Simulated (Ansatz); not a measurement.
Relaxation of BF₅H (7 atoms, charge -1, multiplicity 1), to a largest force component of 0.02 eV/Å in at most 40 steps.

All numbers below come from RHF/def2-SVP (Ansatz 0.2.0).

```xyz
7
Properties=species:S:1:pos:R:3
F 1.072 0.284 -0.008
B 0.001 -0.039 -0.842
F -0.105 0.890 -1.860
F 0.174 -1.307 -1.362
F -1.144 -0.011 -0.039
F 0.003 0.088 2.528
H -0.001 0.095 1.583
```

Where does it end, and by what steps?

The forces met the threshold. Limits of this set-up: an anion without diffuse functions, the dipole of an ion depends on the origin. After 10 steps the energy has fallen by 0.108 eV; F5 moved furthest, 0.56 Å.

```tsv
step	energy less start (eV)	largest force component (eV/Å)	accepted
0	0.0000	1.916	yes
1	-0.0146	1.246	yes
2	0.0141	3.639	no
3	-0.0335	1.159	yes
4	-0.0609	0.182	yes
5	-0.0882	0.353	yes
6	-0.0958	0.225	yes
7	-0.1057	0.038	yes
8	-0.1074	0.033	yes
9	-0.1078	0.023	yes
10	-0.1079	0.012	yes
```

```xyz
7
Properties=species:S:1:pos:R:3
F 0.721 0.105 0.209
B -0.117 -0.102 -0.926
F 0.019 0.982 -1.771
F 0.281 -1.265 -1.556
F -1.420 -0.211 -0.478
F 0.195 0.281 2.715
H 0.322 0.209 1.807
```

The run took 13 s on 1 thread of Arm Neoverse V2, with other jobs on the host, peak memory 0.16 GiB.
